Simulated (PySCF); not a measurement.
CH₃Cl₂InO, SMILES C[O][In]([Cl])[Cl].

The structure is a stationary point at r2SCAN-D4/def2-SVP. The structure was generated by enumeration; whether it is a known compound was not checked. The def2 effective core potentials stand for the cores of In; spin–orbit coupling is left out. Other conformers were not sampled.

Calculation: PySCF with HF/def2-TZVP.

Isolated molecule, no solvent.

Question: Estimate the frontier levels, gap, dipole moment and polarisability. (Estimate from the structure and the level; the computed values follow.)

Answer: 
```yaml
highest_occupied_level: -12.04 eV
lowest_empty_level: 0.67 eV
orbital_gap: 12.71 eV
dipole_moment: 1.37 D
quadrupole, principal values (traceless, Buckingham form, about the centre of nuclear charge): -10.55, 0.04, 10.51 D·Å
mean_static_polarisability: 66.5 bohr³ (9.85 Å³)
polarisability_principal_values: 48.7, 69.7, 81.0 bohr³
```
